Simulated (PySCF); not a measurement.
# J couplings in C10H10O2

Geometry (Å), atoms numbered from 1 in this order:
```xyz
22

C     4.7523    0.7411    0.0546
O     3.3798    0.8696    0.3706
C     2.5495    0.0687   -0.3144
O     2.9313   -0.7180   -1.1463
C     1.1488    0.2891    0.0869
C     0.1650   -0.4005   -0.5157
C    -1.2690   -0.3154   -0.2594
C    -1.8242    0.5471    0.7021
C    -3.1968    0.5895    0.9079
C    -4.0470   -0.2276    0.1588
C    -3.5135   -1.0881   -0.7984
C    -2.1374   -1.1297   -1.0038
H     5.0914   -0.2977    0.1854
H     5.2917    1.4074    0.7378
H     4.9443    1.0336   -0.9891
H     0.9715    1.0259    0.8729
H     0.4807   -1.1099   -1.2896
H    -1.1713    1.1915    1.2945
H    -3.6117    1.2655    1.6594
H    -5.1263   -0.1916    0.3239
H    -4.1720   -1.7302   -1.3880
H    -1.7173   -1.8043   -1.7545
```

Couplings: B3LYP/pcJ-1 (without the spin–dipole term) in PySCF, geometry PBE0-D3(BJ)/def2-SVP; gas phase, one conformer, non-relativistic. Couplings are averaged over pairs made equivalent by symmetry, fast rotation or ring inversion, so a value needn't be that of the named pair in this geometry, while other rotamers aren't included; one pair stands for each set, and the list holds a selection of those of at least 0.8 Hz over up to four bonds, among pairs with at least one H atom (others weren't computed).

Isotopes: ¹³C, ¹H, ¹⁷O. Couplings to quadrupolar nuclei such as 17O and 33S are rarely resolved in practice.

| pair | bonds | J (Hz) |
| --- | --- | --- |
| C1, H13 | 1 | ? |
| C5, H16 | 1 | ? |
| C6, H17 | 1 | 163.7 |
| C8, H18 | 1 | 165.9 |
| C9, H19 | 1 | ? |
| C10, H20 | 1 | ? |
| O2, H13 | 2 | -6.4 |
| C3, H16 | 2 | 2.2 |
| C5, H17 | 2 | -3.0 |
| C7, H17 | 2 | 2.8 |
| C7, H18 | 2 | 1.0 |
| C8, H19 | 2 | 1.7 |
| C10, H19 | 2 | 1.6 |
| H13, H14 | 2 | -11.8 |
| C3, H13 | 3 | 4.4 |
| C3, H17 | 3 | ? |
| C7, H19 | 3 | ? |
| C8, H22 | 3 | 6.8 |
| C9, H21 | 3 | 8.2 |
| C10, H18 | 3 | ? |
| H18, H19 | 3 | 8.8 |
| C8, H21 | 4 | -1.5 |
| C9, H22 | 4 | -1.2 |
| H18, H20 | 4 | 0.9 |
| H18, H22 | 4 | 1.6 |
| H19, H21 | 4 | ? |

**Question.** Estimate the withheld couplings, with signs.

**Answer.** 
- ¹J(C1,H13) = 151.6 Hz (bond length 1.100 Å, sp3 carbon)
- ¹J(C5,H16) = 167.9 Hz (bond length 1.092 Å, sp2 carbon)
- ¹J(C9,H19) = 167.9 Hz (bond length 1.093 Å, sp2 carbon)
- ¹J(C10,H20) = 167.9 Hz (bond length 1.092 Å, sp2 carbon)
- ³J(C3,H17) = 7.7 Hz (dihedral angle 0°)
- ³J(C7,H19) = 7.9 Hz (dihedral angle 180°)
- ³J(C10,H18) = 8.2 Hz (dihedral angle 180°)
- ⁴J(H19,H21) = 1.0 Hz
